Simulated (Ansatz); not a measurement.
Mulliken charges of C$_{2}$H$_{5}$GeNS (`S[CH]1N=[CH][GeH2]1`) from PBE/def2-TZVPP in Ansatz (PBE0-D4/def2-TZVP geometry).

| atom | x (Å) | y (Å) | z (Å) | charge (e) |
| --- | --- | --- | --- | --- |
| S1 | -0.109 | 1.580 | 1.642 | -0.162 |
| C2 | 0.073 | 0.854 | -0.006 | -0.075 |
| N3 | 1.444 | 0.335 | -0.138 | -0.109 |
| C4 | 1.320 | -0.910 | -0.392 | -0.121 |
| Ge5 | -0.645 | -0.989 | -0.361 | 0.167 |
| H6 | -1.367 | 2.012 | 1.458 | 0.101 |
| H7 | -0.114 | 1.619 | -0.761 | 0.117 |
| H8 | 2.194 | -1.538 | -0.561 | 0.096 |
| H9 | -1.381 | -1.296 | -1.682 | -0.014 |
| H10 | -1.331 | -1.719 | 0.805 | -0.001 |

Problem. By hand: the dipole of these point charges (1 e Å = 4.8032 D).

Solution. Σ q r = (-0.333, -0.147, -0.236) e Å, of length 0.434 e Å = 2.08 D.

Problem. How does the dipole of the full density compare? (Estimate.)

Solution. Ansatz gave: (-0.376, -0.248, -0.264) e Å, 2.51 D; the point charges give 0.83 times that, at 9° from its direction.

Point charges leave out the atoms' own dipoles, such as those of lone pairs, and Mulliken's split depends on the basis, so the two needn't agree.
